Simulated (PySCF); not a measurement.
Computed properties of F₂H₂HfO₂, SMILES [Hf]([OH])([F])([F])[OH], multiplicity 1

Hf(F)2(OH)2 (F2H2HfO2), SMILES [OH][Hf]([OH])([F])[F], multiplicity 1. Geometry optimised at B3LYP-D3(BJ)/def2-SVP. The spin state was assumed, not searched. The structure was generated by enumeration; whether it is a known compound was not checked. The def2 effective core potentials stand for the cores of Hf; spin–orbit coupling is left out. Other conformers were not sampled. All values are computed for the isolated molecule unless a solvent is named; none is compared with measurement here.

**Structure.** The optimised structure has C2v symmetry. All 15 harmonic modes at B3LYP-D3(BJ)/def2-SVP (PySCF) are real, so it is a minimum. With heavy atoms numbered as in [Hf:1]([F:2])([F:3])([OH:4])[OH:6], the shortest bond between them is Hf1–O6 at 1.925 Å and the longest Hf1–F2 at 1.928 Å.

**Vibrations.** The strongest infrared lines (harmonic, unscaled, degenerate partners summed) lie at 307 cm⁻¹ (360 km/mol, H 74 %, O 24 %), 3987 cm⁻¹ (353 km/mol, H 94 %), 332 cm⁻¹ (224 km/mol, H 79 %, O 19 %). The softest mode is at 155 cm⁻¹ and the zero-point energy is 18.1 kcal/mol.

**Electronic structure.** r2SCAN/def2-TZVP (PySCF) places the frontier levels at -8.18 and -0.48 eV, a gap of 7.70 eV, and gives a dipole moment of 3.28 D and a mean polarisability of 40.6 bohr³. PBE/def2-TZVP (PySCF) at the same geometry gives -7.77 and -1.08 eV, so its gap is 1.01 eV narrower. An orbital gap is neither the optical nor the fundamental gap.

**Excitations.** TDA-ωB97X/def2-SVPD (PySCF) has S1 at 8.27 eV (150 nm, f = 0.026, weak); the most intense of the 10 singlets computed lies at 8.47 eV (f = 0.11). T1 (TDA) is at 8.05 eV, 0.22 eV under S1. TDA-PBE/def2-SVPD (PySCF) puts S1 at 6.78 eV. No vertical singlet excitation falls in the visible range (under 3.1 eV).
